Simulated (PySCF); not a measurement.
**MNBr across group 14**

Level: PBE0, basis family def2-TZVP, scalar-relativistic core potentials from Rb on and no relativity for lighter atoms.

Each entry is the lowest minimum that a search over a few typed start shapes (and spin states, where more than one is plausible) found, or that minimum re-optimised at the stated level; isomers with ligand–ligand bonds, or fragments after loss of a ligand pair, can lie lower. Open shells are unrestricted; no spin–orbit coupling; PySCF with density fitting.

```
molecule  2S+1  point group  mean bond to the central atom (Å)  distinct angles (°)  polar-tensor charge of the central atom  lowest ω (cm⁻¹)  highest ω (cm⁻¹)
   BrSiN     ?            ?                                  ?                    ?                                        ?                ?                 ?
   BrSnN     1          C∞v                              2.135                  180                                     0.72               76               874
   BrPbN     1          C∞v                              2.207                  180                                     0.77               78               782
```

Q: Fill in the row of BrSiN.

A: 2S+1: 1; point group: C∞v; mean bond to the central atom (Å): 1.865; distinct angles (°): 180; polar-tensor charge of the central atom: 0.57; lowest ω (cm⁻¹): 125; highest ω (cm⁻¹): 1264.

Spin–orbit coupling can matter for BrPbN.

Left out of the table are members whose search was unfinished or whose lowest solution was spin-contaminated, unstable, very soft or bonded differently.
